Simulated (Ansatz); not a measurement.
`CN[AsH]N` + H₂ → `N[AsH2]` + CH₃NH₂  (hydrogenolysis of the As–N bond)

Computed with Ansatz on PBE0-D4/def2-TZVP structures; ΔE is electronic, products minus reactants. CCSD(T)/CBS adds triple-zeta CCSD(T) − MP2 to the extrapolated MP2 energy (def2 sets, frozen cores). This one scheme is used for every species. Functionals use def2-TZVPP. B3LYP here is the variant with VWN-RPA as its local correlation; programs differ in this. For As outer-core shells are correlated without core-valence functions, which leaves a few kJ/mol of doubt a bond. Scalar relativity is left out up to krypton. One conformer a species, not always the lowest.

`CN[AsH]N`:

```xyz
11

C     1.664    0.827   -0.398
N     0.602    0.156    0.319
As   -0.715   -0.655   -0.677
N    -1.693   -1.266    0.778
H     2.509    1.012    0.271
H     1.379    1.787   -0.853
H     2.025    0.179   -1.202
H     0.226    0.704    1.082
H    -1.689    0.523   -0.911
H    -2.665   -0.995    0.728
H    -1.642   -2.272    0.864
```

H₂:

```xyz
2

H     0.014    0.372   -0.025
H    -0.014   -0.372    0.025
```

`N[AsH2]`:

Cartesian coordinates in Å:
```
N 0.105 -0.357 0.882
As 0.099 -0.413 -0.971
H -0.085 0.553 1.279
H -0.556 -1.022 1.259
H 1.304 0.503 -1.149
H -0.866 0.736 -1.301
```

CH₃NH₂:

Cartesian coordinates in Å:
```
C 0.143 -0.049 0.548
N -0.506 0.182 -0.732
H 1.173 -0.430 0.492
H -0.445 -0.763 1.129
H 0.164 0.884 1.116
H -0.546 -0.674 -1.271
H 0.018 0.849 -1.282
```

```tsv
level	ΔE (kJ/mol)	difference from CCSD(T)/CBS
LDA (SPW92)	-32.0	2.1
r2SCAN-D4	-33.1	1.0
B3LYP-D4	-34.5	-0.4
BHLYP-D4	-41.4	-7.3
CAM-B3LYP-D4	-39.2	-5.1
B2PLYP	-38.9	-4.8
B3LYP	-46.2	-12.1
r2SCANh	-37.7	-3.6
CAM-B3LYP	-45.8	-11.7
LC-ωPBE	-45.9	-11.8
HF/def2-SVP	-71.2	-37.1
MP2/def2-SVP	-42.7	-8.6
CCSD/def2-SVP	-54.7	-20.6
HF/def2-TZVPP	-61.2	-27.1
SCS-MP2/def2-QZVPP	-32.0	2.1
MP2/CBS(def2)	-26.2	7.9
CCSD(T)/CBS	-34.1	0
```

Largest T1 diagnostic among the species: 0.011.

From BLYP to BHLYP (50 % exact exchange), in def2-TZVPP and without D4, ΔE moves by −8.9 kJ/mol. At CCSD(T), def2-SVP lies −15.6 kJ/mol from the extrapolated value and def2-TZVPP −0.9 kJ/mol.
